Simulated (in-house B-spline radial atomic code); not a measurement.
Configurations of Mn3+, with energies counted from [Ar] 3d4. Method: scalar-relativistic (X2C) BLYP, spin-polarised, spherical fractional occupations, Fermi nucleus of rms radius 3.7057 fm. Calculated with an all-electron radial atomic-structure program (B-spline basis). Shells without spins written out take the highest spin.

Occupations are held fixed; configurations that lie above the ionisation limit could autoionise.

```json
{"configuration": "[Ar] 3d(1 up, 3 down)", "E - E(ref) (eV)": "3.1595", "highest orbital": "3d up", "its <r> (bohr)": "1.059"}
{"configuration": "[Ar] 3d3 4s1", "E - E(ref) (eV)": "13.901", "highest orbital": "4s up", "its <r> (bohr)": "2.232"}
{"configuration": "[Ar] 3d3 4p1", "E - E(ref) (eV)": "21.183", "highest orbital": "4p up", "its <r> (bohr)": "2.511"}
{"configuration": "[Ar] 3d(1 up, 2 down) 4f(1 up, 0 down)", "E - E(ref) (eV)": "40.546", "highest orbital": "4f up", "its <r> (bohr)": "4.222"}
{"configuration": "[Ne] 3s2 3p5 3d5", "E - E(ref) (eV)": "43.383", "highest orbital": "3d up", "its <r> (bohr)": "1.02"}
{"configuration": "[Ne] 3s2 3p5 3d4 4s1", "E - E(ref) (eV)": "58.416", "highest orbital": "4s up", "its <r> (bohr)": "2.218"}
{"configuration": "[Ne] 3s2 3p5 3d4 4f1", "E - E(ref) (eV)": "82.898", "highest orbital": "4f up", "its <r> (bohr)": "4.195"}
```

Problem. Order these further configurations by energy, lowest first.
A. [Ar] 3d(0 up, 3 down) 4s(1 up, 0 down)
B. [Ar] 3d(2 up, 1 down) 4p(0 up, 1 down)
C. [Ne] 3s2 3p5 3d4 4p1
D. [Ne] 3s2 3p5 3d4 4d1
E. [Ar] 3d3 4d1

Solution. A (14.707 eV), B (23.886 eV), E (31.314 eV), C (65.766 eV), D (75.989 eV).

Problem. How far above the reference does [Ne] 3s2 3p(2 up, 3 down) 3d(2 up, 2 down) 4f(0 up, 1 down) lie?

Solution. 90.243 eV; its least bound orbital is 4f down with <r> = 4.195 bohr.

Problem. How far above the reference does [Ar] 3d3 4f1 lie?

Solution. 38.134 eV; its least bound orbital is 4f up with <r> = 4.206 bohr.
